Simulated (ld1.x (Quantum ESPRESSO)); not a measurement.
## Logarithmic derivatives: copper, RRKJ

* Element: copper
* Generator: ld1.x (Quantum ESPRESSO) 7.5
* Type: norm-conserving RRKJ (Kleinman–Bylander form)
* Functional: revPBE
* Relativity: scalar-relativistic
* Frozen core: [Ne]
* Valence charge: 19
* Reference configuration: 3s2 3p6 3d10 4s0 4p1
* Partial waves: 3p (bound): rc 1.10 bohr; 3d (bound): rc 1.20 bohr; 3s (bound): rc 0.85 bohr
* Local potential: the s channel
* Core correction: none

Occupied shells without a wave of their own: 4p. They enter only through the test configuration that unscreens the potential.

The phase is arctan(r·u′/u) with u = r·R(r), unwrapped; energies in Ry, scanned from -11 to 5 Ry. A pole is an energy at which the radial function vanishes at the test radius. The pseudo phase is shifted by a multiple of π to meet the all-electron one at the reference energy, and phase errors are pseudo minus all-electron; the curves can meet again beyond the range given. Levels narrower than the energy grid can be missing from the lists of poles.

```
channel  radius (bohr)  reference energy (Ry)  poles, all-electron  poles, pseudo  unbroken range about the reference energy with phases within 0.05 rad  phase error 1 Ry above the reference energy (rad)
      s           1.30                  -8.59                -7.66          -7.66                                                              below 2.0                                             -0.000
      p           1.30                  -5.46                -4.26          -4.27                                                        the whole range                                             -0.000
      d           1.30                  -0.52                 1.22           1.26                                                        the whole range                                             +0.004
```

Phases in the p channel:

```csv
E (Ry),all-electron,pseudo
-11.00,1.278,1.278
-10.76,1.272,1.271
-10.52,1.264,1.264
-10.28,1.256,1.256
-10.04,1.247,1.246
-9.80,1.237,1.236
-9.56,1.226,1.225
-9.32,1.213,1.212
-9.08,1.198,1.198
-8.84,1.182,1.181
-8.60,1.162,1.162
-8.36,1.139,1.138
-8.12,1.111,1.110
-7.88,1.076,1.075
-7.64,1.031,1.030
-7.40,0.971,0.970
-7.16,0.888,0.887
-6.92,0.767,0.765
-6.68,0.580,0.577
-6.44,0.280,0.277
-6.20,-0.159,-0.161
-5.96,-0.624,-0.625
-5.72,-0.967,-0.967
-5.48,-1.183,-1.183
-5.24,-1.320,-1.320
-5.00,-1.413,-1.413
-4.76,-1.480,-1.480
-4.52,-1.530,-1.530
-4.28,-1.569,-1.569
-4.04,-1.600,-1.601
-3.80,-1.627,-1.627
-3.56,-1.649,-1.650
-3.32,-1.669,-1.670
-3.08,-1.686,-1.687
-2.84,-1.702,-1.703
-2.60,-1.717,-1.718
-2.36,-1.730,-1.731
-2.12,-1.743,-1.744
-1.88,-1.755,-1.756
-1.64,-1.767,-1.768
-1.40,-1.778,-1.780
-1.16,-1.789,-1.791
-0.92,-1.800,-1.802
-0.68,-1.811,-1.814
-0.44,-1.822,-1.825
-0.20,-1.833,-1.837
0.04,-1.845,-1.848
0.28,-1.857,-1.860
0.52,-1.869,-1.873
0.76,-1.881,-1.886
1.00,-1.894,-1.899
1.24,-1.908,-1.914
1.48,-1.922,-1.929
1.72,-1.937,-1.945
1.96,-1.953,-1.962
2.20,-1.971,-1.980
2.44,-1.989,-2.000
2.68,-2.009,-2.021
2.92,-2.031,-2.044
3.16,-2.054,-2.070
3.40,-2.080,-2.098
3.64,-2.108,-2.128
3.88,-2.139,-2.163
4.12,-2.174,-2.201
4.36,-2.212,-2.245
4.60,-2.256,-2.293
4.84,-2.305,-2.349
```
